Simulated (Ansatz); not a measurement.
Consider the substitution at a C–Zn bond: `C/C=[C](/F)[ZnH]` + H₂Se → `C/C=C(\F)[SeH]` + `[ZnH2]`.

Computed with Ansatz on PBE0-D4/def2-TZVP structures; ΔE is electronic, products minus reactants. CCSD(T)/CBS is the MP2 limit (def2-TZVPP, def2-QZVPP) plus CCSD(T) − MP2 in def2-TZVPP, frozen cores. Double bonds are as drawn, so ΔE can hold a change between cis and trans. Functionals use def2-TZVPP. B3LYP here is the variant with VWN-RPA as its local correlation; programs differ in this. For Se, Zn outer-core shells are correlated without core-valence functions, which leaves a few kJ/mol of doubt a bond. Scalar relativity is left out up to krypton. Each species was taken in one conformer, which may not be the lowest.

(1) Is it downhill or uphill in electronic energy at CCSD(T)/CBS, and by how much? (Best estimate.)

(2) What do these levels give: PBE0-D4, B3LYP-D4, B2PLYP, r2SCAN, B3LYP, CCSD/def2-TZVPP, CCSD(T)/def2-TZVPP, HF/def2-QZVPP, MP2/def2-QZVPP, SCS-MP2/def2-QZVPP, MP2/CBS(def2), CCSD/CBS(def2)? (Best estimate.)

Largest T1 diagnostic among the species: 0.016.

Results:

(1) Computed: Uphill: ΔE = +8.6 kcal/mol.

(2) Ansatz gave: PBE0-D4 6.9, B3LYP-D4 7.4, B2PLYP 8.1, r2SCAN 7.5, B3LYP 8.1, CCSD/def2-TZVPP 8.2, CCSD(T)/def2-TZVPP 7.9, HF/def2-QZVPP 8.3, MP2/def2-QZVPP 7.9, SCS-MP2/def2-QZVPP 7.8, MP2/CBS(def2) 8.1, CCSD/CBS(def2) 8.8 kcal/mol.

The D4 term adds −0.8 kcal/mol with B3LYP and −0.4 kcal/mol with PBE0; it sums over pairs of atoms, weighted by their polarisabilities, and B3LYP, whose exchange is more repulsive, gets the larger term.
